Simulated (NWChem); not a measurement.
Molecule: C4H6O; SMILES C=C1COC1

```xyz
11

C      0.0000     0.0000    -1.9324
C      0.0000     0.0000    -0.5955
C      0.0000     1.0383     0.5052
O      0.0000     0.0000     1.5133
C      0.0000    -1.0383     0.5052
H      0.0000    -0.9414    -2.5037
H      0.0000     0.9414    -2.5037
H     -0.9045     1.6898     0.5587
H      0.9045     1.6898     0.5587
H      0.9045    -1.6898     0.5587
H     -0.9045    -1.6898     0.5587
```
Atoms are numbered in this order, from 1.

Computed with NWChem. Structure relaxed at the PBE-D3(BJ)/def2-SVP level. Level: PBE0/def2-SVP with SMD (1 M gas to 1 M solution), gas-phase geometry.

**Question.** Predict the results for solvent ethyl acetate. Quantities: solvation free energy (kcal/mol); cavity-dispersion-structure term (kcal/mol); dipole in solution (D).

**Answer.** 
| Quantity | Value |
|---|---|
| solvation free energy (kcal/mol) | -4.1 |
| cavity-dispersion-structure term (kcal/mol) | -1.0 |
| dipole in solution (D) | 1.82 |
